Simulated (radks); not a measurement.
Problem. The mean radii <r> (bohr) of the occupied orbitals of an atom or ion are listed with their occupations. Calculated with a radial shooting solver on a logarithmic mesh with Libxc functionals: Dirac Kohn-Sham, PBE, spin-unpolarised, spherical densities, point nucleus.

orbital  occ.      <r>
1s1/2       2  0.03111
2s1/2       2   0.1345
2p1/2       2   0.1141
2p3/2       4   0.1192
3s1/2       2   0.3682
3p1/2       2   0.3600
3p3/2       4   0.3709
3d3/2       4   0.3437
3d5/2       6   0.3472
4s1/2       2   0.9059
4p1/2       2   0.9670
4p3/2       4   0.9961
4d3/2       4    1.242
4d5/2       4    1.255

Name the element and its charge. Open shells, if any, fill j = l - 1/2 first.

Solution. Z = 47, silver, charge +3: Ag3+ in [Kr] 4d8. The 1s radius gives Z: for a bare nucleus <r> = (2 gamma + 1)/(2Z) with gamma = sqrt(1 - (Z/c)^2), 0.03062 bohr for Z = 47, and screening makes it slightly larger (0.03111 here). The occupations add up to 44, and the charge is Z minus that.
